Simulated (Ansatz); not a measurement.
Which is lower?

The two ends of one reaction step of SiNH₇Cl₂O, closed shell (PBE0-D4/def2-TZVP).

A:

Si1  (-1.111, -0.082, -1.048)
H2  (-0.252, -0.657, 2.839)
Cl3  (-0.011, -0.601, -2.688)
Cl4  (-2.951, 0.516, -1.721)
H5  (-1.302, -1.237, -0.161)
H6  (1.485, 0.063, 0.201)
N7  (-0.237, 1.129, -0.221)
H8  (0.348, -0.780, 2.408)
O9  (2.095, -0.597, 0.562)
H10  (-0.005, 1.983, -0.706)
H11  (-0.504, 1.323, 0.735)
H12  (2.446, -1.059, -0.202)
(Å)

B:

```
atom    x (Å)    y (Å)    z (Å)
 Si1  -1.2771  -0.6717  -0.2488
  H2  -0.6668  -1.2031   0.9876
 Cl3  -2.2749  -2.4647  -0.8102
 Cl4  -0.0090  -0.5309  -1.9177
  H5  -2.4681   0.2011  -0.2729
  H6   0.6987   0.9500   0.5476
  N7  -0.3000   1.1340   0.4113
  H8   2.8735  -0.5447   0.6989
  O9   2.4235   0.1254   0.1794
 H10  -0.3941   1.8890  -0.2596
 H11  -0.6998   1.4438   1.2910
 H12   2.0940  -0.3285  -0.6066
```

Ansatz 0.2.0; basis: def2-TZVPP; cores frozen in the correlated methods. B3LYP uses VWN-RPA correlation.

Question: Which structure is lower at CCSD(T), and by how much? (To be estimated.)

Answer: By the calculation: A, by 17.0 kJ/mol (electronic energy, against the other). By their contacts, A is a complex of SiNH₃Cl₂ ([NH2][SiH]([Cl])[Cl]) + H₂O + H₂ and B is a complex of SiNH₅Cl₂ ([NH3][SiH2]([Cl])[Cl]) + H₂O.

Question: Do the other methods give the same order? (Judge from chemistry; the calculation decides.)

Answer: The calculation gives: Not all: SPW92 gives the other order.

| method | E(B) − E(A) (kJ/mol) |
| --- | --- |
| SPW92 | -13.0 |
| PBE-D4 | 9.4 |
| BLYP-D4 | 22.9 |
| r2SCAN-D4 | 15.5 |
| B97M-V | 15.6 |
| PBE0-D4 | 8.4 |
| B3LYP-D4 | 20.5 |
| r2SCAN0-D4 | 13.2 |
| BHLYP-D4 | 19.2 |
| CAM-B3LYP-D4 | 18.1 |
| wB97X-V | 14.6 |
| wB97M-V | 14.2 |
| B2PLYP | 21.1 |
| PBE-QIDH | 11.2 |
| RPA on PBE | 17.2 |
| HF | 33.8 |
| MP2 | 20.2 |
| CCSD | 18.0 |
| CCSD(T) | 17.0 |

T1 diagnostic: at most 0.009.

Labels in which every atom is bracketed show which atoms are joined, not bond orders.

For scale, one of the runs: CCSD(T)/def2-TZVPP, 286 basis functions, launched by `ansatz run in.yaml --threads 8 --pin off --events-out ev --progress --plain --max-ram 19148MiB`. Hardware: 8 CPU threads of an Intel Xeon, shared host. Wall time 3 min; peak host memory 8.3 GiB.
